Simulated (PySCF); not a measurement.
CH7Si2, SMILES [SiH3][CH][SiH3], multiplicity 2.

The structure is a stationary point at ωB97X-D3(BJ)/def2-SVP. The isomer is the one that the SMILES or the coordinates give; other isomers of the formula were not compared.

Calculation: PySCF with TDA-ωB97X/def2-SVPD.

Vertical excitations. Isolated molecule, no solvent.

Computed excitation energies, oscillator strengths and character:
```
state    energy (eV)  λ (nm)      f                                                  main pairs
-------  -----------  ------  -----  ----------------------------------------------------------
root 1          3.77     329  0.000                        β HOMO→LUMO 81 %, β HOMO−3→LUMO 15 %
root 2          4.77     260  0.000                      β HOMO−1→LUMO 75 %, β HOMO−5→LUMO 21 %
root 3          5.99     207  0.000                        β HOMO−3→LUMO 83 %, β HOMO→LUMO 15 %
root 4          6.10     203  0.115                                          β HOMO−2→LUMO 96 %
root 5          6.33     196  0.004                        α HOMO→LUMO 79 %, α HOMO→LUMO+1 15 %
root 6          6.38     194  0.000                                          β HOMO−4→LUMO 90 %
root 7          6.76     183  0.010                      β HOMO−5→LUMO 72 %, β HOMO−1→LUMO 22 %
root 8          7.02     177  0.012     α HOMO→LUMO+1 55 %, α HOMO→LUMO+4 23 %, α HOMO→LUMO 9 %
root 9          7.34     169  0.001                                          α HOMO→LUMO+3 90 %
root 10         7.34     169  0.000  α HOMO→LUMO+2 59 %, α HOMO→LUMO+6 16 %, α HOMO→LUMO+5 16 %
```
Unrestricted roots are not spin-pure.
